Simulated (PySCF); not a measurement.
fluorine atom (F), doublet; HF/def2-SV(P) run with PySCF.

Input for PySCF:
```python
from pyscf import gto, scf

mol = gto.M(
    atom='''
F     0.000000    0.000000    0.000000
''',
    basis='def2-sv(p)',
    charge=0,
    spin=1,
    verbose=4,
)

mf = scf.UHF(mol)
mf.conv_tol_grad = 1e-7
mf.kernel()
mf.analyze()
```

The log (banner, timings and long lists left out):

```
PySCF version 2.14.0

[INPUT] verbose = 4
[INPUT] num. atoms = 1
[INPUT] num. electrons = 9
[INPUT] charge = 0
[INPUT] spin (= nelec alpha-beta = 2S) = 1
[INPUT] symmetry False subgroup None
[INPUT] Mole.unit = angstrom
[INPUT] Symbol           X                Y                Z      unit          X                Y                Z       unit  Magmom
[INPUT]  1 F      0.000000000000   0.000000000000   0.000000000000 AA    0.000000000000   0.000000000000   0.000000000000 Bohr   0.0

nuclear repulsion = 0
number of shells = 6
number of NR pGTOs = 24
number of NR cGTOs = 14
basis = def2-sv(p)
ecp = {}

******** <class 'pyscf.scf.uhf.UHF'> ********
method = UHF
initial guess = minao
damping factor = 0
level_shift factor = 0
DIIS = <class 'pyscf.scf.diis.CDIIS'>
diis_start_cycle = 1
diis_space = 8
diis_damp = 0
SCF conv_tol = 1e-09
SCF conv_tol_grad = 1e-07
SCF max_cycles = 50
direct_scf = True
direct_scf_tol = 1e-13
number electrons alpha = 5  beta = 4
init E= -98.9113963755293

cycle= 1 E= -99.2771061750345  delta_E= -0.366  |g|= 0.142  |ddm|= 0.626
cycle= 2 E= -99.2833545565853  delta_E= -0.00625  |g|= 0.0407  |ddm|= 0.0751
cycle= 3 E= -99.283944263085  delta_E= -0.00059  |g|= 0.0139  |ddm|= 0.0321
cycle= 4 E= -99.2840385389222  delta_E= -9.43e-05  |g|= 0.0038  |ddm|= 0.0105
cycle= 5 E= -99.2840509034337  delta_E= -1.24e-05  |g|= 0.000578  |ddm|= 0.00554
cycle= 6 E= -99.2840511882177  delta_E= -2.85e-07  |g|= 0.000123  |ddm|= 0.000778
cycle= 7 E= -99.2840512005925  delta_E= -1.24e-08  |g|= 6.36e-06  |ddm|= 0.000169
cycle= 8 E= -99.2840512006129  delta_E= -2.04e-11  |g|= 2.18e-07  |ddm|= 7.51e-06
cycle= 9 E= -99.284051200613  delta_E= -2.84e-14  |g|= 1.58e-08  |ddm|= 1.96e-07
Extra cycle  E= -99.284051200613  delta_E=    0  |g|= 4.32e-09  |ddm|= 1.19e-08
converged SCF energy = -99.284051200613  <S^2> = 0.75241327  2S+1 = 2.0024118
**** SCF Summaries ****
Total Energy =                         -99.284051200612964
Nuclear Repulsion Energy =               0.000000000000000
One-electron Energy =                 -139.137049916309024
Two-electron Energy =                   39.852998715696053
Two-electron Coulomb Energy =           49.890341811854313
DFT Exchange-Correlation Energy =      -10.037343096158260
**** MO energy ****
                             alpha | beta                alpha | beta
MO #1   energy= -26.3920941420228  | -26.3425660565007  occ= 1 | 1
MO #2   energy= -1.63167226568876  | -1.44025196668057  occ= 1 | 1
MO #3   energy= -0.833078135675944 | -0.672417398918366 occ= 1 | 1
MO #4   energy= -0.723277540340028 | -0.672417398918364 occ= 1 | 1
MO #5   energy= -0.723277540340018 | 0.0837358907828474 occ= 1 | 0
MO #6   energy= 1.27476641517729   | 1.32736691736673   occ= 0 | 0
MO #7   energy= 1.31799167632522   | 1.41047249220054   occ= 0 | 0
MO #8   energy= 1.38589399556687   | 1.41047249220054   occ= 0 | 0
MO #9   energy= 1.38589399556688   | 1.54157003354654   occ= 0 | 0
MO #10  energy= 3.31234644513942   | 3.42399525215058   occ= 0 | 0
MO #11  energy= 3.33524892051948   | 3.42399525215059   occ= 0 | 0
MO #12  energy= 3.33524892051948   | 3.46680060222633   occ= 0 | 0
MO #13  energy= 3.4081649797204    | 3.46680060222633   occ= 0 | 0

To work with the spin densities directly, `use mulliken_meta_spin()` only printing them here.

 ** Mulliken spin pop alpha/beta on meta-lowdin orthogonal AOs **
 ** Mulliken Spin Density (per AO)  **
spin_pop of  0 F 1s       -0.00000
spin_pop of  0 F 2s        0.00073
spin_pop of  0 F 3s       -0.00062
spin_pop of  0 F 2px       0.04963
spin_pop of  0 F 2py       0.02567
spin_pop of  0 F 2pz       0.92287
spin_pop of  0 F 3px       0.00029
spin_pop of  0 F 3py       0.00026
spin_pop of  0 F 3pz       0.00128
spin_pop of  0 F 3dxy     -0.00000
spin_pop of  0 F 3dyz     -0.00001
spin_pop of  0 F 3dz^2    -0.00009
spin_pop of  0 F 3dxz     -0.00002
spin_pop of  0 F 3dx2-y2   -0.00000
 ** Mulliken Spin Density (per atom)  **
spin density of  0 F =      1.00000
 ** Mulliken pop alpha/beta on meta-lowdin orthogonal AOs **
 ** Mulliken pop       alpha | beta **
pop of  0 F 1s        1.00000 | 1.00000
pop of  0 F 2s        0.99968 | 0.99895
pop of  0 F 3s        0.00001 | 0.00063
pop of  0 F 2px       0.99971 | 0.95008
pop of  0 F 2py       0.99974 | 0.97407
pop of  0 F 2pz       0.99872 | 0.07585
pop of  0 F 3px       0.00029 | 0.00000
pop of  0 F 3py       0.00026 | 0.00000
pop of  0 F 3pz       0.00128 | 0.00000
pop of  0 F 3dxy      0.00000 | 0.00000
pop of  0 F 3dyz      0.00002 | 0.00003
pop of  0 F 3dz^2     0.00024 | 0.00033
pop of  0 F 3dxz      0.00004 | 0.00006
pop of  0 F 3dx2-y2    0.00000 | 0.00000
In total             5.00000 | 4.00000
 ** Mulliken atomic charges   ( Nelec_alpha | Nelec_beta ) **
charge of  0F =     -0.00000  (     5.00000      4.00000 )
Dipole moment(X, Y, Z, Debye):  0.00000, -0.00000,  0.00000
```
